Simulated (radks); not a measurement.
Species: neutral lithium. Configuration: [He] 2s0.5 3s0.5 (fractional occupations, a model configuration).

Method: non-relativistic Kohn-Sham, PBEsol, spin-unpolarised, spherical densities, point nucleus; without spin polarisation the odd electron is poorly described; computed with a radial shooting solver on a logarithmic mesh with Libxc functionals.

Energy parts (eV):
| part | energy |
|---|---|
| total | -199.576 |
| kinetic | 198.053 |
| electron-nucleus | -454.991 |
| Hartree | 102.832 |
| exchange-correlation | -45.470 |

Orbitals (lengths in bohr, moments of r in powers of bohr; <r^-3> diverges for s and p1/2):
[
 {"orbital": "1s", "occ.": "2", "eigenvalue (eV)": "-53.8119", "<1/r>": "2.663", "<r^2>": "0.4670", "<r^-3>": "-"},
 {"orbital": "2s", "occ.": "0.5", "eigenvalue (eV)": "-3.9631", "<1/r>": "0.3814", "<r^2>": "15.90", "<r^-3>": "-"},
 {"orbital": "2p", "occ.": "0", "eigenvalue (eV)": "-2.0452", "<1/r>": "0.2902", "<r^2>": "25.88", "<r^-3>": "0.08476"},
 {"orbital": "3s", "occ.": "0.5", "eigenvalue (eV)": "-0.8718", "<1/r>": "0.1143", "<r^2>": "146.4", "<r^-3>": "-"}
]

The highest occupied level is 3s at -0.872 eV. The configuration is held as typed, so some empty levels lie below it. Virial ratio -V/T = 2.00769.
